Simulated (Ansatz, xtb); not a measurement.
## Isomers of C4H3ClN2S in order of energy

8 gas-phase structures of C4H3ClN2S, from a drawn sample of its isomers (lower ones may exist). Each was relaxed with GFN2-xTB; where two conformers were screened, the lower at r2SCAN-D4/def2-SVP//GFN2-xTB is listed:

A. `C=C(Cl)c1ncns1`, a singlet
B. `C=Cc1nsc(Cl)n1`, a singlet
C. `C=Cc1nsnc1Cl`, a singlet
D. `[H]/N=C/c1ncsc1Cl`, a singlet
E. `C=Nc1ncsc1Cl`, a singlet
F. `C=Nc1csnc1Cl`, a singlet
G. `C=C(Cl)c1cnns1`, a singlet
H. `[H]/N=C\c1ncc(Cl)s1`, a singlet

Task: Estimate their order in r2SCAN-D4/def2-SVP//GFN2-xTB energy at these geometries, lowest first.

Result: Calculated order at r2SCAN-D4/def2-SVP//GFN2-xTB: A (0.0), H (0.5), B (1.4), D (3.3), E (6.4), C (8.0), F (13.3), G (23.2) kcal/mol. Less than 1 kcal/mol parts A and H; H and B, so the order within those pairs means little.

Energies above the lowest of each column, in kcal/mol; the last columns are at r2SCAN-D4/def2-SVP geometries and were run for some of them only (a dash: not run or not comparable):

| structure | GFN2-xTB | HF/STO-3G | r2SCAN-D4/def2-SVP//GFN2-xTB | r2SCAN-D4/def2-SVP | CCSD(T)/def2-SVP + ΔMP2/def2-TZVPP |
| --- | --- | --- | --- | --- | --- |
| A | 0.0 | 0.0 | 0.0 | 0.0 | 0.0 |
| H | 9.6 | 1.6 | 0.5 | 0.7 | 3.3 |
| B | 1.3 | 2.3 | 1.4 | 1.4 | 1.4 |
| D | 11.5 | 4.9 | 3.3 | 3.0 | 4.6 |
| E | 8.1 | 4.7 | 6.4 | 6.9 | 9.7 |
| C | 3.2 | 7.1 | 8.0 | 7.6 | – |
| F | 9.3 | 12.6 | 13.3 | – | – |
| G | 18.5 | 16.3 | 23.2 | – | – |

Every level run on A puts it lowest or level with the lowest. CCSD(T)/def2-SVP + ΔMP2/def2-TZVPP orders those it was run on as A (0.0), B (1.4), H (3.3), D (4.6), E (9.7) kcal/mol. Flexible structures stand in one conformer each, not always the lowest. Frequencies (GFN2-xTB) were run for A, B, D, E, H alone. The ΔMP2 step shifts differences by up to 3.4 kcal/mol, which makes them less sure. ΔMP2 is the change of the MP2 energy from the smaller to the larger basis.

Over these structures GFN2-xTB departs from r2SCAN-D4/def2-SVP//GFN2-xTB by 4.3 kcal/mol on average once a common shift is removed. A GFN2-xTB relaxation took about 0.068 s and the r2SCAN-D4/def2-SVP//GFN2-xTB energy about 1.8 s on a shared host (Ansatz 0.2.0, xtb 6.7.1).
